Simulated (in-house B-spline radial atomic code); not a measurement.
Configurations of As II (As+), with energies counted from [Ar] 3d10 4s2 4p2. Method: non-relativistic PBEsol, spin-polarised, spherical fractional occupations, point nucleus. Calculated with an all-electron radial atomic-structure program (B-spline basis). Shells without spins written out take the highest spin.

Occupations are held fixed; configurations that lie above the ionisation limit could autoionise.

```csv
configuration,E - E(ref) (eV),highest orbital,its <r> (bohr)
"[Ar] 3d10 4s2 4p(1 up, 1 down)",0.95161,4p up,2.313
[Ar] 3d10 4s2 4p1 5p1,11.759,5p up,5.81
[Ar] 3d10 4s2 4p1 5d1,14.344,5d up,8.651
[Ar] 3d10 4s2 4p1 5f1,16.146,5f up,14.38
"[Ar] 3d10 4s2 4p(0 up, 1 down) 5f(1 up, 0 down)",16.197,5f up,14.69
[Ar] 3d10 4s1 4p2 5p1,19.479,5p up,5.708
[Ne] 3s2 3p5 3d10 4s2 4p2 5s1,143.79,5s up,4.577
```

Order these further configurations by energy, lowest first.
A. [Ne] 3s2 3p(2 up, 3 down) 3d10 4s2 4p(2 up, 0 down) 5s(1 up, 0 down)
B. [Ar] 3d10 4s1 4p2 5f1
C. [Ar] 3d9 4s2 4p2 5f1
D. [Ar] 3d10 4s1 4p2 5d1
E. [Ne] 3s2 3p(2 up, 3 down) 3d10 4s2 4p(1 up, 1 down) 5d(0 up, 1 down)

D (22.091 eV), B (23.959 eV), C (59.77 eV), A (144 eV), E (149.94 eV).

How far above the reference does [Ne] 3s2 3p5 3d10 4s2 4p2 4f1 lie?

149.49 eV; its least bound orbital is 4f up with <r> = 8.343 bohr.

How far above the reference does [Ar] 3d9 4s2 4p2 5s1 lie?

52.917 eV; its least bound orbital is 5s up with <r> = 4.58 bohr.

How far above the reference does [Ar] 3d10 4s(0 up, 1 down) 4p(1 up, 1 down) 5f(0 up, 1 down) lie?

26.397 eV; its least bound orbital is 5f down with <r> = 14.27 bohr.
